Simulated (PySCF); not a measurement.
H6OSiSn, SMILES [SiH3][O][SnH3]. Heavy atoms are numbered as in [SnH3:1][O:2][SiH3:3]. Hydrogens are named by the atom that carries them.

Geometry optimised at PBE0-D3(BJ)/def2-SVP. The def2 effective core potentials stand for the cores of Sn; spin–orbit coupling is left out.

Method: B3LYP/def2-TZVPD (PySCF).

Mulliken values depend strongly on the basis, most of all with diffuse functions as here. ESP charges are fitted to the potential on shells at 1.4 to 2.0 van der Waals radii. Atomic charges (e), one atom of each kind:

```csv
atom,ESP fit,Mulliken
Sn1 (SnH3),0.52,0.72
O2,-0.40,-0.39
Si3 (SiH3),0.38,0.28
H on Sn1,-0.07,-0.10
H on Si3,-0.10,-0.11
```
